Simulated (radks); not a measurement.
Values are calculated unless marked as measured or tabulated.
Task: The mean radii <r> (bohr) of the occupied orbitals of an atom or ion are listed with their occupations. Level of theory: Dirac Kohn-Sham, PBE, spin-unpolarised, spherical densities, finite nucleus; Fermi nuclear charge, rms radius of each element as measured or else 0.836 A^(1/3) + 0.57 fm (a radial shooting solver on a logarithmic mesh with Libxc functionals).

orbital  occ.      <r>
1s1/2       2  0.02037
2s1/2       2  0.08572
2p1/2       2  0.07130
2p3/2       4  0.07854
3s1/2       2   0.2208
3p1/2       2   0.2102
3p3/2       4   0.2228
3d3/2       4   0.1953
3d5/2       6   0.1993
4s1/2       1   0.4414

Name the element and its charge. Open shells, if any, fill j = l - 1/2 first.

Result: Z = 68, erbium, charge +39: Er39+ in [Ar] 3d10 4s1. The 1s radius gives Z: for a bare nucleus <r> = (2 gamma + 1)/(2Z) with gamma = sqrt(1 - (Z/c)^2), 0.02012 bohr for Z = 68, and screening makes it slightly larger (0.02037 here). The occupations add up to 29, and the charge is Z minus that.
